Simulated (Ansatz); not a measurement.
Ansatz (a first-principles code) job for TiOF, SMILES [O]=[Ti][F] (connectivity only; charge and spin as stated), neutral, multiplicity 2, PBE0-D3(BJ)/def2-TZVP. 

Ansatz 0.2 input:
```yaml
crystal:
  periodic: [false, false, false]
  atoms:
    - {symbol: Ti, position_ang: [0.27659717, 0.07517118, -0.00000000]}
    - {symbol: O, position_ang: [-0.40044390, 1.53692689, -0.00000000]}
    - {symbol: F, position_ang: [-0.32017628, -1.54990900, 0.00000000]}
basis:
  gaussian:
    orbitals: def2-TZVP
hamiltonian:
  xc: pbe0
  dispersion: d3bj
magnetization: {spin_polarized: true, initial_magnetization: 1}
relax: {f_tol: 0.002, max_steps: 200}
```

Log of the run:

```
WARN ansatz: RAYON_NUM_THREADS=1 ignored (pool sized by the plan → 1); use --threads N
Functional definition: PBE0
integrals: 0.03 GiB planned
773 factors; their error is unknown
mean field: 0.42 GiB planned
mean field evaluation 1: about -27861.3473 eV, gradient 5.7e1 eV
mean field evaluation 2: about -27627.9691 eV, gradient 2.3e2 eV
mean field evaluation 4: about -27871.4550 eV, gradient 1.7e1 eV
mean field evaluation 8: about -27872.3807 eV, gradient 7.7e-1 eV
mean field evaluation 16: about -27872.5586 eV, gradient 1.0e-2 eV
mean field evaluation 32: about -27872.5586 eV, gradient 3.7e-6 eV
mean field -27872.55859593 eV, -1024.2976357017 hartree, gradient 3.7e-6 eV, S^2 0.756050; 3 other end points of the search recorded, 0 dependent functions left out
the calculation of the forces begins
reference -27872.55863464 eV, -1024.2976371243 hartree; 20, 19 occupied and 87, 88 virtual orbitals, 773 factors
relax step   1: F+E_penalty+E_count = -27872.58551969 eV  Δ(F+E_penalty+E_count) = +0.000e0 eV  max|allowed force component| = 3.052e0 eV/Å  Δτ_max = 0.0000 Å  (111 SCF iters, accepted)
these checks for a lower state are left out or cut short: starts, cluster_reference, orbital_swaps, neighbouring_geometries, increment
integrals: 0.03 GiB planned
773 factors; their error is unknown
mean field: 0.42 GiB planned
mean field -27872.72335889 eV, -1024.3036906289 hartree, gradient 7.3e-6 eV, S^2 0.756722; 0 other end points of the search recorded, 0 dependent functions left out
the calculation of the forces begins
reference -27872.72339737 eV, -1024.3036920427 hartree; 20, 19 occupied and 87, 88 virtual orbitals, 773 factors
relax step   2: F+E_penalty+E_count = -27872.75021017 eV  Δ(F+E_penalty+E_count) = -1.647e-1 eV  max|allowed force component| = 1.188e0 eV/Å  Δτ_max = 0.0413 Å  (60 SCF iters, accepted)
these checks for a lower state are left out or cut short: starts, cluster_reference, orbital_swaps, neighbouring_geometries, increment
integrals: 0.03 GiB planned
773 factors; their error is unknown
mean field: 0.42 GiB planned
mean field evaluation 64: about -27872.7593 eV, gradient 1.5e-3 eV
mean field -27872.75933452 eV, -1024.3050127088 hartree, gradient 7.7e-6 eV, S^2 0.756976; 0 other end points of the search recorded, 0 dependent functions left out
the calculation of the forces begins
reference -27872.75937280 eV, -1024.3050141154 hartree; 20, 19 occupied and 87, 88 virtual orbitals, 773 factors
relax step   3: F+E_penalty+E_count = -27872.78618128 eV  Δ(F+E_penalty+E_count) = -3.597e-2 eV  max|allowed force component| = 3.548e-1 eV/Å  Δτ_max = 0.0377 Å  (62 SCF iters, accepted)
these checks for a lower state are left out or cut short: starts, cluster_reference, orbital_swaps, neighbouring_geometries, increment
integrals: 0.03 GiB planned
773 factors; their error is unknown
mean field: 0.42 GiB planned
mean field -27872.76142584 eV, -1024.3050895632 hartree, gradient 7.7e-6 eV, S^2 0.756726; 0 other end points of the search recorded, 0 dependent functions left out
the calculation of the forces begins
reference -27872.76146411 eV, -1024.3050909696 hartree; 20, 19 occupied and 87, 88 virtual orbitals, 773 factors
relax step   4: F+E_penalty+E_count = -27872.78829975 eV  Δ(F+E_penalty+E_count) = -2.118e-3 eV  max|allowed force component| = 7.897e-2 eV/Å  Δτ_max = 0.0097 Å  (60 SCF iters, accepted)
these checks for a lower state are left out or cut short: starts, cluster_reference, orbital_swaps, neighbouring_geometries, increment
integrals: 0.03 GiB planned
773 factors; their error is unknown
mean field: 0.42 GiB planned
mean field evaluation 96: about -27872.7620 eV, gradient 1.0e-5 eV
mean field -27872.76196219 eV, -1024.3051092738 hartree, gradient 3.5e-6 eV, S^2 0.756716; 0 other end points of the search recorded, 0 dependent functions left out
the calculation of the forces begins
reference -27872.76200044 eV, -1024.3051106794 hartree; 20, 19 occupied and 87, 88 virtual orbitals, 773 factors
relax step   5: F+E_penalty+E_count = -27872.78885669 eV  Δ(F+E_penalty+E_count) = -5.569e-4 eV  max|allowed force component| = 7.135e-2 eV/Å  Δτ_max = 0.0062 Å  (61 SCF iters, accepted)
these checks for a lower state are left out or cut short: starts, cluster_reference, orbital_swaps, neighbouring_geometries, increment
integrals: 0.03 GiB planned
773 factors; their error is unknown
mean field: 0.42 GiB planned
mean field -27872.76274700 eV, -1024.3051381150 hartree, gradient 6.7e-6 eV, S^2 0.756648; 0 other end points of the search recorded, 0 dependent functions left out
the calculation of the forces begins
reference -27872.76278521 eV, -1024.3051395192 hartree; 20, 19 occupied and 87, 88 virtual orbitals, 773 factors
relax step   6: F+E_penalty+E_count = -27872.78971250 eV  Δ(F+E_penalty+E_count) = -8.558e-4 eV  max|allowed force component| = 3.849e-2 eV/Å  Δτ_max = 0.0198 Å  (58 SCF iters, accepted)
these checks for a lower state are left out or cut short: starts, cluster_reference, orbital_swaps, neighbouring_geometries, increment
integrals: 0.03 GiB planned
773 factors; their error is unknown
mean field: 0.42 GiB planned
mean field -27872.76278346 eV, -1024.3051394550 hartree, gradient 6.5e-6 eV, S^2 0.756615; 0 other end points of the search recorded, 0 dependent functions left out
the calculation of the forces begins
reference -27872.76282168 eV, -1024.3051408596 hartree; 20, 19 occupied and 87, 88 virtual orbitals, 773 factors
relax step   7: F+E_penalty+E_count = -27872.78975381 eV  Δ(F+E_penalty+E_count) = -4.130e-5 eV  max|allowed force component| = 8.284e-4 eV/Å  Δτ_max = 0.0013 Å  (53 SCF iters, accepted)
integrals: 0.03 GiB planned
773 factors; their error is unknown
mean field: 0.42 GiB planned
mean field evaluation 128: about -27606.0980 eV, gradient 2.5e2 eV
mean field evaluation 160: about -27872.7610 eV, gradient 3.0e-2 eV
mean field -27872.76278346 eV, -1024.3051394550 hartree, gradient 6.5e-6 eV, S^2 0.756615; 4 other end points of the search recorded, 0 dependent functions left out
the calculation of the forces begins
reference -27872.76282168 eV, -1024.3051408596 hartree; 20, 19 occupied and 87, 88 virtual orbitals, 773 factors
Total energy: -27872.78979203 eV, -1024.3061320016 hartree
Atom 0 at     0.378832     0.114430    -0.000000 Å, force     0.000828     0.000117    -0.000000 eV/Å
Atom 1 at    -0.446365     1.501907     0.000000 Å, force    -0.000429     0.000262     0.000000 eV/Å
Atom 2 at    -0.376490    -1.554148    -0.000000 Å, force    -0.000399    -0.000379     0.000000 eV/Å
Dipole moment:     1.142739    -0.054971     0.000000 e Å
```

The calculation finished and met its thresholds.

Cost: around 70 core-seconds (rough).
